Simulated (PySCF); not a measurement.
**From computed data to an observable: oscillator strength and radiative lifetime**

C3H6FNSi, SMILES F[SiH2]N1C=CC1.

Geometry optimised at B3LYP-D3(BJ)/def2-SVP. This is a generated structure with no PubChem entry under its InChIKey; it may be hypothetical. The values are those of a single conformer.

TDDFT-M06-2X/def2-SVPD run with PySCF 2.14.0 puts the first singlet state with f over 0.02 at 5.99 eV (vertical), with the transition dipole (0.775, -0.096, -0.089) in atomic units.

Question: Find the oscillator strength, the wavelength and the radiative lifetime that this transition would have in vacuum if emission retraced absorption.

Answer: 
|μ|² = 0.6178 au, so |μ| = 2.00 D. ΔE = 5.99/27.211 = 0.2201 hartree. f = (2/3) ΔE |μ|² = 0.091 (the program prints 0.091).
λ = 1239.84/5.99 = 207 nm; ν = 48313 cm⁻¹.
Einstein's coefficient A = 0.6670 ν² f s⁻¹ (ν in cm⁻¹) = 1.4e8 s⁻¹, so τ = 1/A = 7.1 ns. This state is S1. The figure is the radiative limit of this one transition; relaxation, internal conversion, crossing to triplets and a medium change what is measured.
